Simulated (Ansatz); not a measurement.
Gas-phase electronic energies from Ansatz, PBE0-D4/def2-TZVP geometries. CCSD(T)/CBS adds triple-zeta CCSD(T) − MP2 to the extrapolated MP2 energy (def2 sets, frozen cores). Functionals use def2-TZVPP. B3LYP here is the variant with VWN-RPA as its local correlation; programs differ in this. One conformer a species, not always the lowest.

`[SiH3]OBS` + `OB1N[SiH2]1` → `[SiH3]OB1N[SiH2]1` + `OBS`  (ligand exchange at the Si–O bond)

| level | ΔE (kcal/mol) | difference from CCSD(T)/CBS |
| --- | --- | --- |
| PBE-D4 | -3.0 | 0.2 |
| r2SCAN-D4 | -3.5 | -0.3 |
| PBE0-D4 | -3.1 | 0.1 |
| B3LYP-D4 | -2.8 | 0.4 |
| ωB97X-V | -3.2 | 0.0 |
| ωB97M-V | -3.2 | 0.0 |
| B2PLYP | -3.3 | -0.1 |
| PBE | -3.2 | 0.0 |
| r2SCAN | -3.5 | -0.3 |
| PBE0 | -3.3 | -0.1 |
| B3LYP | -3.2 | 0.0 |
| HF/def2-TZVPP | -3.4 | -0.2 |
| MP2/def2-TZVPP | -3.4 | -0.2 |
| SCS-MP2/def2-TZVPP | -3.5 | -0.3 |
| CCSD/def2-TZVPP | -3.4 | -0.2 |
| CCSD(T)/def2-TZVPP | -3.4 | -0.2 |
| HF/def2-QZVPP | -3.4 | -0.2 |
| MP2/def2-QZVPP | -3.3 | -0.1 |
| SCS-MP2/def2-QZVPP | -3.4 | -0.2 |
| HF/CBS(def2) | -3.4 | -0.2 |
| MP2/CBS(def2) | -3.2 | 0.0 |
| CCSD/CBS(def2) | -3.2 | 0.0 |
| CCSD(T)/CBS | -3.2 | 0 |

Largest T1 diagnostic among the species: 0.013.
